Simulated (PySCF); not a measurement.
Shapes and spin states of Zn₂Te

Level of theory: B3LYP/[Te def2-SVP with ECP28, Zn def2-SVP], scalar-relativistic core potentials, density fitting, no spin–orbit coupling, PySCF.

Relaxations began from a few typed shapes and spin states; open shells are unrestricted. The search is not exhaustive: other isomers or separated fragments can lie lower, and high-lying points may rest on an excited occupation.

```json
{"spin": "singlet", "group": "D∞h", "bonds": "Te–Zn 2.567 Å (×2)", "angles": "Zn–Te–Zn 180.0°", "imaginary modes (cm⁻¹)": "none", "ΔE (kJ/mol)": "0.0", "ΔE with ZPE (kJ/mol)": "0.0"}
{"spin": "triplet", "group": "C2v", "bonds": "Te–Zn 2.630 Å (×2)", "angles": "Zn–Te–Zn 88.2°", "imaginary modes (cm⁻¹)": "none", "ΔE (kJ/mol)": "0.9", "ΔE with ZPE (kJ/mol)": "0.7"}
{"spin": "triplet", "group": "D∞h", "bonds": "Te–Zn 2.916 Å (×2)", "angles": "Zn–Te–Zn 180.0°", "imaginary modes (cm⁻¹)": "59i", "ΔE (kJ/mol)": "63.8", "ΔE with ZPE (kJ/mol)": "–"}
```

The lowest minimum found is the singlet D∞h: Te–Zn 2.567 Å (×2); Zn–Te–Zn 180.0°.

The electron or spin density has lower symmetry than the nuclear frame for the triplet D∞h at 63.8 kJ/mol.
